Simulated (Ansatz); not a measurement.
Total energies of Cl$_{2}$H$_{3}$SbSi (`[SiH3][Sb]([Cl])[Cl]`).

```
atom    x (Å)    y (Å)    z (Å)
 Si1  -0.9424  -0.0870   0.4012
 Sb2   1.6135  -0.5304   0.2798
 Cl3   2.0671   1.7686   0.0339
 Cl4   1.4712  -1.1229  -1.9961
  H5  -1.2484   0.5768   1.6953
  H6  -1.6564  -1.3886   0.3282
  H7  -1.3046   0.7835  -0.7423
```

Total charge 0; spin multiplicity 1. Correlated methods include outer-core shells of Sb, which these sets cover unevenly. Sb: def2 effective core potential. The structure was optimised at the PBE0-D4/def2-TZVP level. Basis def2-TZVPP, Ansatz 0.2.0.

RPA on PBE orbitals: Hartree–Fock energy of these orbitals -1448.99439 Eh, correlation -1.34694 Eh (frozen core).

```
             functional  energy without D4 (Eh)  D4 term (kJ/mol)
                  B3LYP             -1452.20366             -40.2
HSE06 (plane-wave form)             -1451.62554             -20.1
```

(1) Give the same for LDA (SPW92), PBE, revPBE, BLYP, r2SCAN, B97M-V, PBE0, r2SCANh, r2SCAN0, BHLYP, CAM-B3LYP, LC-ωPBE, ωB97X-V, ωB97M-V, B2PLYP, PBE-QIDH. (Best estimate.)

B3LYP takes the VWN-RPA correlation (the form of Gaussian; ORCA's B3LYP/G). HSE06 is the plane-wave form, built on full-range PBE exchange. The double hybrids freeze the cores in their second-order part.

Answers

(1) The calculation gave: 
| functional | energy without D4 (Eh) | D4 term (kJ/mol) |
| --- | --- | --- |
| LDA (SPW92) | -1447.54842 | – |
| PBE | -1451.53681 | -24.4 |
| revPBE | -1451.88705 | -55.5 |
| BLYP | -1452.00757 | -51.0 |
| r2SCAN | -1452.07630 | -5.4 |
| B97M-V | -1451.75691 | – |
| PBE0 | -1451.64930 | -21.0 |
| r2SCANh | -1452.05842 | -6.0 |
| r2SCAN0 | -1452.03282 | -6.8 |
| BHLYP | -1451.99992 | -38.1 |
| CAM-B3LYP | -1452.08685 | -22.2 |
| LC-ωPBE | -1451.75250 | – |
| ωB97X-V | -1451.86607 | – |
| ωB97M-V | -1451.95613 | – |
| B2PLYP | -1451.47561 | – |
| PBE-QIDH | -1451.19445 | – |

LC-ωPBE has ω = 0.4 bohr⁻¹.
